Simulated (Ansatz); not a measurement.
Basis-set extrapolation for C2H5FOSi (`FC1OC[SiH2]1`) (PBE0-D4/def2-TZVP geometry, frozen core, Ansatz 0.2.0). Multiplicity 1, RHF reference.

|  | def2-TZVPP | def2-QZVPP |
| --- | --- | --- |
| HF | -541.942682 | -541.963097 |
| MP2 correlation | -0.934824 | -1.008730 |
| CCSD(T) correlation | -1.005629 | not run |

Energies in hartree. Use E(X) = E(∞) + A·exp(−7.88·√X) for Hartree–Fock and E(X) = E(∞) + B·X^(−2.97) for correlation, with X = 3 and 4, and add CCSD(T) minus MP2 of the smaller set to the MP2 limit.

Q: What is the CCSD(T) energy at the basis-set limit?

A: HF limit: -541.963097 + (-0.020415) × 0.13774 = -541.96591. MP2 limit: -1.008730 + (-0.073906) × 0.74074 = -1.06348. Higher-order term: -1.005629 − (-0.934824) = -0.07081. Total: -543.10020 hartree, 398.8 kJ/mol below CCSD(T)/def2-TZVPP.
